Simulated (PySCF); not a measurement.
H₈Si₃, SMILES [SiH3][SiH2][SiH3] (connectivity only; charge and spin as stated), charge -1, multiplicity 2.

The structure is a stationary point at B3LYP-D3(BJ)/def2-SVPD. The multiplicity is an assumed one; no other spin state was optimised.

Two levels are set side by side: PBE/def2-SVPD (PySCF) and M06-2X/def2-SVPD (PySCF). Same geometry, gas phase. Differences are taken from unrounded values.

```tsv
quantity	M06-2X	PBE	PBE minus M06-2X
α-spin orbital gap (eV)	4.49	2.14	-2.36
β-spin orbital gap (eV)	7.20	3.93	-3.27
mean polarisability (bohr³)	155.5	164.3	8.8
```

Loosely held outer electrons make PBE densities more polarisable. Differences between two approximate levels are no errors against the true value.

Rough cost on one machine, each run with all the roots and properties that it gave: M06-2X against PBE within a factor of 2.
